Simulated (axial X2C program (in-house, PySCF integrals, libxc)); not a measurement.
VB along the bond: TPSSh, with spin–orbit coupling

All values were computed with an axial X2C code built on PySCF integrals. Two-component (2c) means X2C with spin–orbit coupling and atomic mean-field two-electron Coulomb and Gaunt terms. Basis: V dyall-cv3z [10s10p6d4f2g], B dyall-v3z [7s6p2d1f] (cores contracted in-house); Gaussian nuclei, density fitting, unrestricted open shells. Masses: V 50.944 u, B 11.009 u.

State: Ω = 3 (⟨Sz⟩ = 3.00, ⟨Lz⟩ = 0.00 at TPSSh). Dipoles are positive if B is the positive end.

| R (Å) | μ (D) | HOMO (eV) | LUMO (eV) |
| --- | --- | --- | --- |
| 1.738 | -2.286 | -4.41 | -2.74 |
| 1.818 | -2.556 | -4.38 | -2.50 |
| 1.878 | -2.736 | -4.37 | -2.35 |
| 1.938 | -2.897 | -4.35 | -2.33 |
| 1.998 | -3.040 | -4.34 | -2.34 |
| 2.068 | -3.184 | -4.32 | -2.36 |
| 2.138 | -3.307 | -4.30 | -2.38 |
| 2.228 | -3.435 | -4.28 | -2.40 |
| 2.338 | -3.550 | -4.26 | -2.43 |
| 2.498 | -3.650 | -4.22 | -2.51 |

The minimum lies at 2.013 Å. What is the dipole moment there, and its slope?

At TPSSh, 2c, with the sign and origin stated: μ = -3.07 D, dμ/dR = -2.16 D/Å.

Occupations by symmetry block were frozen at the best pattern of an incomplete PBE0 search. Density functionals use the spin component along the axis (collinear). Other states lie close and PBE0, whose exact exchange favours high spin, may order them wrongly; the determinant shown need not be the ground state. The nearest other 2c determinant of the search, Ω = 1, lies 0.66 eV up at the distance of the search. With several unpaired electrons one determinant need not be a pure state. Open-shell Ω = 0 determinants with evenly filled partner blocks cannot be reached by this program, so the Ω shown need not be the lowest component.
